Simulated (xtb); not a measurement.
CH6BNO, SMILES CNBO. All values are semi-empirical tight-binding results from xtb (GFN2-xTB unless named), good for trends rather than for accurate numbers. Geometry: GFN2-xTB. One conformer was computed; it need not be the lowest.

The point group as xtb finds it comes out as Cs, the orbital gap is 6.59 eV and the dipole moment is 2.99 D. The zero-point energy comes out as 50.3 kcal/mol and the G − E(el) at 298.15 K (modified RRHO) is 32.8 kcal/mol. The static polarisability (D4 model) comes out as 42.3 bohr³ and the solvation energy, GFN2-xTB/ALPB(water) is -5.2 kcal/mol. The solvation energy, GFN2-xTB/ALPB(chcl3) is -4.7 kcal/mol.

Problem. Give the IR lines (harmonic; lines under 4 % of the strongest left out, lines within 3 cm⁻¹ merged). (Estimate from the structure and the level; the computed values follow.)

Solution. ν (cm⁻¹): 553 (w), 567 (s), 593 (s), 809 (m), 909 (w), 964 (m), 1066 (w), 1099 (m), 1180 (m), 1325 (vs), 1412 (m), 1449 (s), 1503 (w), 2637 (s), 2926 (m), 2952 (m), 3011 (w) (against the strongest line: vs over 80 %, s over 45 %, m over 15 %, w over 4 %, vw less)
